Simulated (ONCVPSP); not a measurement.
## What the settings do to the ONCV potential of palladium

Base potential:

Pd, optimised norm-conserving Vanderbilt (ONCV), made with ONCVPSP 4.0.1 (PBE, non-relativistic). Core [Ar] 3d10, reference 4s2 4p6 4d9.5 (charge +0.5). Waves: 4s: rc 1.15 bohr, ncon 4, nbas 7, qcut 6.9 1/bohr, 2 projectors, debl 3.4 Ha; 4p: rc 1.35 bohr, ncon 4, nbas 9, qcut 7.9 1/bohr, 2 projectors, debl 0.7 Ha; 4d: rc 1.70 bohr, ncon 4, nbas 8, qcut 8.1 1/bohr, 1 projector. Local part: polynomial inside 0.80 bohr (lpopt 5, dvloc0 6 Ha). Core correction: none.

In the p channel the program set the typed energies aside and used -2.006, 0.250 Ha.

All-electron outer shells of the reference configuration (PBE, non-relativistic, ld1.x):

| shell | level (eV) | outermost node (bohr) | outermost maximum (bohr) |
| --- | --- | --- | --- |
| 4s | -83.95 | 0.47 | 0.88 |
| 4p | -54.59 | 0.46 | 0.92 |
| 4d | -9.15 | 0.45 | 1.09 |

Cutoffs, loose and tight: the cutoffs (Ha) at which the residual kinetic energy of the hardest occupied pseudo-wave falls to 1 and 0.1 mHa per electron. They do not see the model core or the augmentation charge, which bear on the density cutoff. Test errors are all-electron minus pseudo excitation energies from the reference, over the configurations 4s2 4p6 4d10; 4s2 4p6 4d9; 4s2 4p6 4d8; 4s2 4p5 4d10. A dash means not determined; rows that change the core or the reference have their own tests.

| change | outcome | cutoff, loose | cutoff, tight | bound ghosts | GHOST(+) flags above zero | largest test error (meV) |
| --- | --- | --- | --- | --- | --- | --- |
| base | generated, projector energies reset by the program | 79 Ha | 97 Ha | none | s | -39 |
| p: rc 0.94 | generated, projector energies reset by the program | 109 Ha | 283 Ha | none | s | -17 |
| p: rc 1.1 | generated, projector energies reset by the program | 79 Ha | 212 Ha | none | s | -22 |
| p: rc 1.22 | generated, projector energies reset by the program | 79 Ha | 155 Ha | none | s | -29 |
| p: rc 1.3 | generated, projector energies reset by the program | 79 Ha | 97 Ha | none | s | -35 |
| p: rc 1.42 | generated, projector energies reset by the program | 79 Ha | 97 Ha | none | s | -44 |
| p: rc 1.56 | generated, projector energies reset by the program | 79 Ha | 97 Ha | none | s | -54 |
| p: rc 1.7 | generated, projector energies reset by the program | 79 Ha | 97 Ha | none | s | -62 |
| p: rc 1.86 | generated, projector energies reset by the program | 79 Ha | 97 Ha | none | s | -66 |
| p: rc 1.96 | generated, projector energies reset by the program | 79 Ha | 97 Ha | none | s | -66 |

Reading the sweep of the p radius (base included, trends over the rows without a ghost): The loose cutoff falls from 109 Ha at 0.94 to 79 Ha at 1.96 bohr. A larger radius leaves more room for a smooth pseudo-wave, so fewer plane waves are needed; a smaller one forces it to follow the all-electron wave where it bends sharply. The median size of the test errors (rows with all tests solved) stays near 0.4 meV.
